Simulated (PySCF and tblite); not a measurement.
Values are calculated unless marked as measured or tabulated.
C8H13O (charge -1), numbered as in [CH2:1]=[CH:2][C@@:3]1([O-:4])[CH2:5][C@@:6]1([CH3:7])[CH2:8][CH3:9].

Geometries GFN2-xTB; weights from B3LYP-D3(BJ)/def2-SVP (IEF-PCM, cyclohexane) energies and GFN2-xTB thermal corrections, with symmetry numbers and mirror pairs. Conformers within 3 kcal/mol (GFN2-xTB free energy) were kept, 4 at most. Of two unlike H on one atom, a is the less shielded (wB97X-D/pcSseg-1 (IEF-PCM, cyclohexane)). Run with PySCF (density fitting) and tblite.

An NOE distance is ⟨r⁻⁶⟩^(−1/6) over all pairs of like atoms and, for the average, over conformers.

Torsions listed: C1–C2–C3–O4, C3–C6–C8–C9.

```
conformer         shape  weight %
        1       9°, 67°      61.8
        2    10°, -150°      36.1
        3    -136°, 76°       1.2
        4  -112°, -146°       0.9
```

(1) Which H–H contacts under 3.5 Å would NOEs report (pairs on one atom left out) at 298.15 K?

(2) In a model where alignment follows shape alone (order matrix 0.002 × (3G/tr G − 1)/2, G the second moments of the atom positions; splitting J + 2D), what are the one-bond C–H dipolar couplings D?

The ion is treated without a counter-ion. The cap on conformers cut off some of the population, so the set may be incomplete.

## Answers

(1) 
| pair | in 1 (Å) | in 2 (Å) | in 3 (Å) | in 4 (Å) | average (Å) |
| --- | --- | --- | --- | --- | --- |
| H2 ··· H5a | 2.37 | 2.37 | 3.86 | 3.78 | 2.38 |
| H2 ··· H8b | 2.27 | 3.40 | 3.53 | 3.38 | 2.44 |
| H1b ··· H2 | 2.46 | 2.46 | 2.42 | 2.44 | 2.46 |
| H2 ··· H8a | 3.82 | 2.13 | 4.71 | 2.95 | 2.51 |
| H5a ··· H8b | 2.40 | 3.78 | 2.38 | 3.77 | 2.57 |
| H8b ··· H9 | 2.60 | 2.61 | 2.58 | 2.61 | 2.60 |
| H8a ··· H9 | 2.61 | 2.60 | 2.61 | 2.61 | 2.61 |
| H5b ··· H7 | 2.83 | 2.85 | 2.84 | 2.87 | 2.84 |
| H5a ··· H8a | 3.32 | 2.57 | 3.19 | 2.54 | 2.88 |
| H1a ··· H2 | 3.05 | 3.04 | 3.06 | 3.06 | 3.04 |
| H7 ··· H8a | 2.89 | 3.92 | 3.00 | 3.92 | 3.08 |
| H7 ··· H9 | 3.19 | 3.23 | 3.11 | 3.32 | 3.21 |
| H7 ··· H8b | 3.91 | 2.85 | 3.93 | 2.86 | 3.24 |
| H2 ··· H9 | 3.12 | 4.46 | 3.10 | 5.31 | 3.34 |

Longer pairs under the limit may be missing.

(2) H1a 6.9 Hz (8.8 in conformer 1), H1b -4.8 Hz (-5.8 in conformer 1), H2 6.9 Hz (8.7 in conformer 1), H5a 8.4 Hz (9.0 in conformer 1), H5b 0.4 Hz (-2.8 in conformer 1), H7 -0.3 Hz (-0.1 in conformer 1), H8a -6.0 Hz (-9.0 in conformer 1), H8b 8.2 Hz (5.2 in conformer 1), H9 1.1 Hz (-1.1 in conformer 1).
